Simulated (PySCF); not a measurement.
CH8BNO2Si, SMILES C[SiH2]NB(O)O.

The structure is a stationary point at PBE-D3(BJ)/def2-SVP. The structure was generated by enumeration, and PubChem lists no compound with its InChIKey, so it may never have been made. One conformer was computed; it need not be the lowest.

Method: PBE-D3(BJ)/def2-SVP (PySCF 2.14.0).

Frequencies are harmonic and unscaled.

| mode | ν (cm⁻¹) | IR (km/mol) | moving atoms (share of kinetic energy) |
|---|---|---|---|
| 1 | 31 | 4.9 | C 32 %, O 26 %, H 24 %, N 13 % |
| 2 | 75 | 0.1 | O 49 %, H 19 %, C 17 %, N 12 % |
| 3 | 153 | 2.7 | H 68 %, O 17 % |
| 4 | 192 | 2.0 | H 55 %, Si 18 %, O 18 % |
| 5 | 234 | 2.4 | H 30 %, N 30 %, Si 18 %, C 15 % |
| 6 | 327 | 2.8 | H 84 % |
| 7 | 374 | 1.7 | O 50 %, Si 21 %, H 18 % |
| 8 | 443 | 34.9 | H 67 %, O 19 % |
| 9 | 470 | 63.3 | H 82 %, O 10 % |
| 10 | 499 | 59.9 | H 45 %, O 30 %, N 14 % |
| 11 | 521 | 63.7 | H 93 % |
| 12 | 630 | 45.0 | B 72 %, O 12 % |
| 13 | 650 | 6.8 | H 43 %, C 23 %, N 10 %, Si 9 %, B 8 % |
| 14 | 678 | 16.2 | H 57 %, C 20 %, Si 14 % |
| 15 | 732 | 54.8 | H 60 %, C 21 %, Si 16 % |
| 16 | 791 | 62.6 | N 36 %, H 32 %, O 15 %, Si 12 % |
| 17 | 867 | 24.2 | H 81 %, C 14 % |
| 18 | 898 | 200.2 | H 80 % |
| 19 | 906 | 67.1 | H 83 % |
| 20 | 920 | 174.6 | H 38 %, N 25 %, O 21 %, Si 15 % |
| 21 | 965 | 106.5 | H 80 %, O 16 % |
| 22 | 1009 | 117.4 | H 77 %, O 16 % |
| 23 | 1167 | 8.3 | H 64 %, N 19 %, O 9 % |
| 24 | 1215 | 24.1 | H 78 %, C 22 % |
| 25 | 1373 | 385.4 | B 41 %, H 40 %, N 9 %, O 8 % |
| 26 | 1381 | 88.2 | H 77 %, B 13 % |
| 27 | 1384 | 99.4 | H 79 %, B 12 % |
| 28 | 1447 | 333.4 | B 68 %, O 15 %, H 12 % |
| 29 | 2115 | 136.8 | H 97 % |
| 30 | 2162 | 128.7 | H 97 % |
| 31 | 2973 | 2.1 | H 97 % |
| 32 | 3075 | 3.8 | H 91 %, C 9 % |
| 33 | 3077 | 2.6 | H 91 %, C 9 % |
| 34 | 3522 | 14.8 | H 93 % |
| 35 | 3724 | 61.5 | H 94 % |
| 36 | 3790 | 49.2 | H 94 % |
